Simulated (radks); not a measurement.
Problem. La14+, 43 electrons, occupied as [Ar] 3d10 4s2 4p5 4d8 (not the ground configuration). All-electron calculation, scalar-relativistic Kohn-Sham, BLYP, spin-polarised, spherical densities, finite nucleus; open shells are filled with parallel spins first (spin-orbit coupling, left out, can overturn this in heavy ions); Fermi nuclear charge, rms radius 4.855 fm. Program: a radial shooting solver on a logarithmic mesh with Libxc functionals. Some entries of the table are withheld. Estimate them.

orbital,occ.,eigenvalue (hartree),<1/r> (bohr^-1),r(max) (bohr)
1s up,1,-1434.671,62.01,0.01608
1s down,1,-1434.654,62.01,0.01608
2s up,1,-237.0573,14.28,0.09093
2s down,1,-237.0095,14.28,0.09093
2p up,3,-213.5868,13.55,0.07310
2p down,3,-213.5417,13.56,0.07310
3s up,1,-58.53079,5.182,0.2601
3s down,1,-58.49751,5.182,0.2601
3p up,3,-51.03363,4.914,0.2544
3p down,3,-50.99592,4.914,0.2544
3d up,5,-40.28416,4.662,0.2095
3d down,5,-40.23520,4.663,0.2096
4s up,1,-19.23323,(1),0.6001
4s down,1,-19.06142,(2),0.5999
4p up,3,-16.70904,(3),0.6233
4p down,2,-16.53978,(4),0.6232
4d up,5,-13.02955,1.860,0.6472
4d down,3,-12.86805,1.856,0.6474

Solution. 
(1) 4s up <1/r> (bohr^-1): 2.220
(2) 4s down <1/r> (bohr^-1): 2.219
(3) 4p up <1/r> (bohr^-1): 2.071
(4) 4p down <1/r> (bohr^-1): 2.068
